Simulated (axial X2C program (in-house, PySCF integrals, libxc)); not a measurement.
**MnCl⁺: from Re and ωe to a spectrum**

A bond curve at the CCSD(T) level, 2c, was computed with an in-house relativistic program for diatomic molecules (basis Mn dyall-cv3z [9s10p6d3f2g], Cl dyall-av3z [9s8p3d2f] (cores contracted in-house)) for the state Ω = 5/2 (⟨Sz⟩ = 2.50, ⟨Lz⟩ = 0.00 at HF). Its fit gives Re = 2.1347 Å, ωe = 466.0 cm⁻¹, ωexe = 1.33 cm⁻¹ and αe = 7.115e-04 cm⁻¹; the masses are 54.9380 and 34.9689 u. Two-component means X2C with spin–orbit coupling and atomic mean-field Coulomb and Gaunt terms.

Correlated methods: 13 electrons correlated (number of frozen shells: Mn 3 s, 2 p; Cl 2 s, 1 p), 261 virtual spin orbitals or spinors in MP2, 90 natural virtuals in coupled cluster.

Find the reduced mass, Be and the force constant.

From the CCSD(T) values: μ = 21.3679 u. Be = 16.8576/(μ Re²) = 0.1731 cm⁻¹. k = 5.8918×10⁻⁷ μ ωe² = 2.73 mdyn/Å.

Estimate the centrifugal constant by the Kratzer relation.

D = 4Be³/ωe² = 9.56e-08 cm⁻¹.

Where do the fundamental and the first overtone lie?

ν(1←0) = ωe − 2ωexe = 463.3 cm⁻¹; ν(2←0) = 2ωe − 6ωexe = 924.0 cm⁻¹.

A Morse curve ties αe to the other constants (Pekeris). How well does that hold?

αe(Morse) = 6Be²/ωe × (√(ωexe/Be) − 1) = 6.837e-04 cm⁻¹; the CCSD(T) curve gives 7.115e-04 cm⁻¹, a ratio of 0.96.

Estimate De from a Morse curve and compare with the computed well depth of 2.821 eV to Mn+ + Cl.

De(Morse) = ωe²/(4ωexe) = 5.061 eV against 2.821 eV computed, a ratio of 1.79. The extrapolation overshoots: the well softens faster than a Morse curve, or the lowest atomic limit lies below the one to which the curve heads.

Occupations by symmetry block were frozen at the best pattern of an incomplete PBE0 search. De is counted from the lowest determinant-based energies of the atoms at the same level, without counterpoise correction. CCSD and (T) use frozen natural virtuals with an MP2 correction for the truncation; (T) itself is uncorrected, so its De runs slightly low. With several unpaired electrons one determinant need not be a pure state. This is the top spin component of a Σ state; components of lower Ω are not single determinants and can lie lower.
